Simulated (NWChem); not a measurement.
Correlation energy of silanone (H2OSi)

```xyz
4

Si     0.0000     0.0000     0.4410
O      0.0000     0.0000    -1.0911
H     -1.2354     0.0000     1.2774
H      1.2354     0.0000     1.2774
```
Charge 0, spin multiplicity 1.

The numbers come from NWChem runs, not from measurements. The geometry was optimised at PBE0/def2-SVP, a minimum by its harmonic frequencies.

Basis set: cc-pVTZ. Each correlation energy counts from its own Hartree-Fock reference.

The correlated methods keep 6 core orbitals frozen. Coupled-cluster values serve here as a point of comparison, not as the truth.

Question: Order these methods by the correlation energy they give, lowest first: RI-MP2, CR-CCSD[T], CR-CCSD(T), CCSD, CCSD+T(CCSD), CCSD(T).

Answer: CCSD+T(CCSD) (-391.1 mHa), CCSD(T) (-389.3 mHa), CR-CCSD[T] (-387.5 mHa), CR-CCSD(T) (-386.1 mHa), CCSD (-373.2 mHa), RI-MP2 (-363.3 mHa)
